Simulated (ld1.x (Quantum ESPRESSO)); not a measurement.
**BP86 ultrasoft dataset for Mg (Z = 12), scalar-relativistic all-electron reference.**

magnesium (Mg), ultrasoft, made with ld1.x (Quantum ESPRESSO) 7.5 (BP86, scalar-relativistic). Core [Ne], reference 3s2 3p0. Waves: 3s (bound): rcut 1.65, rcutus 2.00 bohr; 3s channel at 0.15 Ry: rcut 1.65, rcutus 2.00 bohr; 3p (bound, empty): rcut 3.45, rcutus 3.85 bohr; 3p channel at 2.7 Ry: rcut 3.45, rcutus 3.85 bohr. Local part: all-electron potential smoothed inside 3.00 bohr (lloc = -1). Core correction: a·sin(br)/r model core, default radius (core density twice the valence density). Augmentation charge: PSQ, inside the norm-conserving radii.

All-electron outer shells of the reference configuration (BP86, scalar-relativistic, ld1.x):

```csv
shell,level (eV),outermost node (bohr),outermost maximum (bohr)
2s,-79.97,0.18,0.54
2p,-46.75,–,0.48
3s,-4.82,0.90,2.53
3p,-1.41,0.96,3.50
```

(1) Does this generation succeed?

Results:

(1) No. ld1.x (Quantum ESPRESSO) 7.5 stopped with "chargeps: negative rho": the pseudo-density turned negative during the self-consistent test, most likely because a state had been found with a wrong node count and its wave set to zero before. Before that it printed "Warning: n=1, l=0 expected 0 nodes, found 1".
